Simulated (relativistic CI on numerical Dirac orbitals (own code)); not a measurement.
Computed by Dirac equation for one electron, model QED (radiative potential, 1s self-energy scaled to tabulated hydrogen-like ionisation energies) (own radial code, finite nucleus).

Configurations in the expansion: 1s, 2s, 2p, 3s, 3p, 3d, 4s, 4p, 4d, 4f, 5s, 5p, 5d, 5f, 5g, 6s, 6p, 6d. Levels of other configurations are missing.

Outline of the computed level scheme of Re LXXV. Lowest level of each configuration: 1s ²S1/2 at 0.0 eV; 2p ²P°1/2 at 61891.5 eV; 2s ²S1/2 at 61917.2 eV; 3p ²P°1/2 at 73911.8 eV; 3s ²S1/2 at 73919.4 eV; 3d ²D3/2 at 74437.9 eV; 4p ²P°1/2 at 78042.6 eV; 4s ²S1/2 at 78045.7 eV; 4d ²D3/2 at 78262.9 eV.

Some strong electric-dipole decays among the lowest 14 levels: 2p ²P°1/2 → 1s ²S1/2 (2.1e+16 s⁻¹); 2p ²P°3/2 → 1s ²S1/2 (1.8e+16 s⁻¹); 3p ²P°3/2 → 1s ²S1/2 (5.1e+15 s⁻¹); 3p ²P°1/2 → 1s ²S1/2 (4.9e+15 s⁻¹); 4p ²P°3/2 → 1s ²S1/2 (2.1e+15 s⁻¹); 3d ²D5/2 → 2p ²P°3/2 (2.0e+15 s⁻¹); 3d ²D3/2 → 2p ²P°1/2 (1.9e+15 s⁻¹); 4p ²P°1/2 → 1s ²S1/2 (1.9e+15 s⁻¹).
